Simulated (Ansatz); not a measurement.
Input for Ansatz (an electronic-structure program): R-PBE/def2-TZVPP on C5H7F (SMILES C=C(C)/C=C\F), atoms moved off the minimum.

Ansatz 0.2 input:
```yaml
crystal:
  periodic: [false, false, false]
  atoms:
    - {symbol: C, position_ang: [0.53012955, 2.15870284, -0.59436121]}
    - {symbol: C, position_ang: [0.03229883, 0.82392184, -0.31456207]}
    - {symbol: C, position_ang: [-1.49646908, 0.63710652, -0.08048902]}
    - {symbol: C, position_ang: [1.05389526, -0.22128352, 0.24246878]}
    - {symbol: C, position_ang: [0.80988647, -1.40262935, 0.44898924]}
    - {symbol: F, position_ang: [-0.59031815, -1.96784723, 0.61364314]}
    - {symbol: H, position_ang: [1.65759216, 2.14371414, -0.64266200]}
    - {symbol: H, position_ang: [-0.27468785, 2.93602544, -0.77534730]}
    - {symbol: H, position_ang: [-2.04448496, 1.60542611, -0.23929813]}
    - {symbol: H, position_ang: [-1.64971791, 0.58080420, 1.01822775]}
    - {symbol: H, position_ang: [-1.75247178, -0.19220493, -0.89700533]}
    - {symbol: H, position_ang: [1.97735448, -0.03485926, -0.29948650]}
    - {symbol: H, position_ang: [1.64156474, -2.23535904, 0.59765803]}
basis:
  gaussian:
    orbitals: def2-TZVPP
hamiltonian:
  xc: {name: PBE}
scf: {lower_state_search: off}
output: {forces: true}
```

The log:

```
WARN ansatz: RAYON_NUM_THREADS=8 ignored (pool sized by the plan → 8); use --threads N
Functional definition: PBE
these checks for a lower state are left out or cut short: stability, starts, cluster_reference, orbital_swaps, neighbouring_geometries, increment
integrals: 0.21 GiB planned
1469 factors; their error is unknown
0.36 GiB of the device are held for the grids
1.55 GiB of device memory are held for the factors and their scratch space
mean field: 1.47 GiB planned
mean field evaluation 1: about -7991.2361 eV, gradient 7.7e1 eV
mean field evaluation 2: about -7969.8735 eV, gradient 1.1e2 eV
mean field evaluation 4: about -8005.2142 eV, gradient 1.7e1 eV
mean field evaluation 8: about -8005.8109 eV, gradient 2.6e-1 eV
mean field evaluation 16: about -8005.7737 eV, gradient 2.3e-3 eV
mean field -8005.77366924 eV, -294.2067558363 hartree, gradient 8.0e-6 eV, S^2 0.000000; 0 other end points of the search recorded, 0 dependent functions left out
the calculation of the forces begins
reference -8005.77371334 eV, -294.2067574569 hartree; 23, 23 occupied and 261, 261 virtual orbitals, 1469 factors
Total energy: -8005.77371334 eV, -294.2067574569 hartree
Atom 0 at     0.530130     2.158703    -0.594361 Å, force    -1.108375    -4.401108     0.459797 eV/Å
Atom 1 at     0.032299     0.823922    -0.314562 Å, force     0.851848     3.677480     2.031306 eV/Å
Atom 2 at    -1.496469     0.637107    -0.080489 Å, force     1.145350     0.125440    -1.608343 eV/Å
Atom 3 at     1.053895    -0.221284     0.242469 Å, force    -1.017839     8.735425    -4.926001 eV/Å
Atom 4 at     0.809886    -1.402629     0.448989 Å, force    -2.065359   -10.689623     2.601433 eV/Å
Atom 5 at    -0.590318    -1.967847     0.613643 Å, force     3.229541     1.138847    -0.136010 eV/Å
Atom 6 at     1.657592     2.143714    -0.642662 Å, force    -1.176350     1.125657    -0.084963 eV/Å
Atom 7 at    -0.274688     2.936025    -0.775347 Å, force     1.563521    -0.522663    -0.087600 eV/Å
Atom 8 at    -2.044485     1.605426    -0.239298 Å, force     0.460138    -0.608001    -0.775845 eV/Å
Atom 9 at    -1.649718     0.580804     1.018228 Å, force    -0.189372    -1.433323    -0.500486 eV/Å
Atom 10 at    -1.752472    -0.192205    -0.897005 Å, force    -0.453768     1.321003     2.377270 eV/Å
Atom 11 at     1.977354    -0.034859    -0.299486 Å, force     0.900786     0.159498     0.888431 eV/Å
Atom 12 at     1.641565    -2.235359     0.597658 Å, force    -2.140120     1.371367    -0.238989 eV/Å
Dipole moment:     0.269985     0.148584    -0.078400 e Å
Checks for a lower state left out: stability, starts, cluster_reference, orbital_swaps, neighbouring_geometries, increment
```

Self-consistency was reached.
